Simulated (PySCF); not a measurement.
# Ne²⁺: ionisation energy

Ne²⁺ [He] 2s2 2p4 (3P) → Ne³⁺ [He] 2s2 2p3 (4S), as a difference of total energies. Computed with PySCF 2.14 in x2c-TZVPall (5s3p2d1f, 31 functions), with the spin-free X2C one-electron Hamiltonian (Gaussian nucleus). Correlated levels: valence: 1s2 frozen. The calculations carry no spin-orbit coupling.

| method | ionisation energy (eV) |
| --- | --- |
| UHF | 61.847 |
| PBE0 | 63.733 |
| LDA | 63.622 |
| MP2 (valence) | 63.001 |
| SCS-MP2 (valence) | 63.091 |
| CCSD (valence) | 63.039 |
| CCSD(T) (valence) | 63.053 |

Errors of the correlated levels include the incompleteness of this basis and the frozen core.

Which method comes closest to the reference value, and which is furthest?

The reference is 63.423 eV (measured; NIST Atomic Spectra Database, ionization energies). Closest: LDA (error 0.199 eV); furthest: UHF (error -1.576 eV).
